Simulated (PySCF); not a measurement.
C₃H₇N, singlet, at a GFN2-xTB geometry; PySCF with MP2/cc-pVDZ.

The PySCF input:
```python
from pyscf import gto, scf, mp

mol = gto.Mole()
mol.atom = '''
    C    -0.06580601    0.99729477   -0.39670693
    C     1.04464127    0.06872922    0.11203107
    N     0.07814027   -1.03114874    0.16773428
    C    -1.04743419   -0.10398589    0.02487168
    H    -0.16586267    1.95194010    0.11321420
    H    -0.03421656    1.15657459   -1.47057350
    H     1.86989258   -0.13263060   -0.57418912
    H     1.45363629    0.37709741    1.08129371
    H     0.09024967   -1.60076578    1.00582765
    H    -1.58005518    0.12664547    0.95490501
    H    -1.76903245   -0.43304870   -0.72579288
'''
mol.basis = 'cc-pvdz'
mol.verbose = 4
mol.max_memory = 1800
mol.build()

mf = scf.RHF(mol)
mf.kernel()

pt = mp.MP2(mf, frozen=4)
pt.kernel()
print('E(MP2) = %.10f' % pt.e_tot)
```

**Question.** What does PySCF print? Leave out banner, timings and long lists.

**Answer.** 
```
PySCF version 2.14.0

[INPUT] verbose = 4
[INPUT] num. atoms = 11
[INPUT] num. electrons = 32
[INPUT] charge = 0
[INPUT] spin (= nelec alpha-beta = 2S) = 0
[INPUT] symmetry False subgroup None
[INPUT] Mole.unit = angstrom
[INPUT] Symbol           X                Y                Z      unit          X                Y                Z       unit  Magmom
[INPUT]  1 C     -0.065806010000   0.997294770000  -0.396706930000 AA   -0.124355336250   1.884613980761  -0.749667449417 Bohr   0.0
[INPUT]  2 C      1.044641270000   0.068729220000   0.112031070000 AA    1.974085898718   0.129879402555   0.211708039742 Bohr   0.0
[INPUT]  3 N      0.078140270000  -1.031148740000   0.167734280000 AA    0.147663709600  -1.948588712290   0.316971850901 Bohr   0.0
[INPUT]  4 C     -1.047434190000  -0.103985890000   0.024871680000 AA   -1.979363752606  -0.196504852919   0.047000663458 Bohr   0.0
[INPUT]  5 H     -0.165862670000   1.951940100000   0.113214200000 AA   -0.313435020589   3.688632200556   0.213943831412 Bohr   0.0
[INPUT]  6 H     -0.034216560000   1.156574590000  -1.470573500000 AA   -0.064659927325   2.185609217731  -2.778981161043 Bohr   0.0
[INPUT]  7 H      1.869892580000  -0.132630600000  -0.574189120000 AA    3.533584858556  -0.250635509737  -1.085060180505 Bohr   0.0
[INPUT]  8 H      1.453636290000   0.377097410000   1.081293710000 AA    2.746974472829   0.712610827183   2.043348972115 Bohr   0.0
[INPUT]  9 H      0.090249670000  -1.600765780000   1.005827650000 AA    0.170547159132  -3.025008913776   1.900738787015 Bohr   0.0
[INPUT] 10 H     -1.580055180000   0.126645470000   0.954905010000 AA   -2.985871551900   0.239325253217   1.804508943875 Bohr   0.0
[INPUT] 11 H     -1.769032450000  -0.433048700000  -0.725792880000 AA   -3.342986835968  -0.818343441599  -1.371549766359 Bohr   0.0

nuclear repulsion = 129.424055377683
number of shells = 41
number of NR pGTOs = 153
number of NR cGTOs = 91
basis = cc-pvdz
ecp = {}

******** <class 'pyscf.scf.hf.RHF'> ********
method = RHF
initial guess = minao
damping factor = 0
level_shift factor = 0
DIIS = <class 'pyscf.scf.diis.CDIIS'>
diis_start_cycle = 1
diis_space = 8
diis_damp = 0
SCF conv_tol = 1e-09
SCF conv_tol_grad = None
SCF max_cycles = 50
direct_scf = True
direct_scf_tol = 1e-13
Set gradient conv threshold to 3.16228e-05
Initial guess from minao.
init E= -172.955835432901
  HOMO = -0.229812370711069  LUMO = 0.118703213306883  gap/eV = 9.48359
cycle= 1 E= -172.047826683398  delta_E= 0.908  |g|= 0.365  |ddm|= 2.91
  HOMO = -0.358868281111369  LUMO = 0.166495336621461  gap/eV = 14.29587
cycle= 2 E= -172.087826894802  delta_E= -0.04  |g|= 0.124  |ddm|= 0.362
  HOMO = -0.360511537512195  LUMO = 0.180431376422274  gap/eV = 14.71981
cycle= 3 E= -172.0916065513  delta_E= -0.00378  |g|= 0.0454  |ddm|= 0.117
  HOMO = -0.358749654640026  LUMO = 0.180047001649098  gap/eV = 14.66140
cycle= 4 E= -172.092206346353  delta_E= -0.0006  |g|= 0.0057  |ddm|= 0.0462
  HOMO = -0.360348688806179  LUMO = 0.179840451495314  gap/eV = 14.69930
cycle= 5 E= -172.092220461407  delta_E= -1.41e-05  |g|= 0.00199  |ddm|= 0.0103
  HOMO = -0.360058052949429  LUMO = 0.179944305319283  gap/eV = 14.69421
cycle= 6 E= -172.092222576773  delta_E= -2.12e-06  |g|= 0.000705  |ddm|= 0.00416
  HOMO = -0.360298647647252  LUMO = 0.179926505206855  gap/eV = 14.70028
cycle= 7 E= -172.092222924174  delta_E= -3.47e-07  |g|= 0.000229  |ddm|= 0.00194
  HOMO = -0.360286405958016  LUMO = 0.179928120127898  gap/eV = 14.69999
cycle= 8 E= -172.092222966164  delta_E= -4.2e-08  |g|= 5.96e-05  |ddm|= 0.000778
  HOMO = -0.360295782277421  LUMO = 0.179926827679785  gap/eV = 14.70021
cycle= 9 E= -172.092222968356  delta_E= -2.19e-09  |g|= 1.44e-05  |ddm|= 0.00016
  HOMO = -0.360293799413281  LUMO = 0.179927515299438  gap/eV = 14.70017
cycle= 10 E= -172.092222968471  delta_E= -1.15e-10  |g|= 4.29e-06  |ddm|= 3.38e-05
  HOMO = -0.360293422756133  LUMO = 0.179927393087239  gap/eV = 14.70016
Extra cycle  E= -172.092222968483  delta_E= -1.14e-11  |g|= 1.96e-06  |ddm|= 1.02e-05
converged SCF energy = -172.092222968483

******** <class 'pyscf.mp.mp2.RMP2'> ********
nocc = 12, nmo = 87
frozen orbitals 4
E(RMP2) = -172.680703615377  E_corr = -0.58848064689473
E(SCS-RMP2) = -172.676903874214  E_corr = -0.584680905731663
E_corr(same-spin) = -0.140187542933091
E_corr(oppo-spin) = -0.448293103961639
E(MP2) = -172.6807036154
```
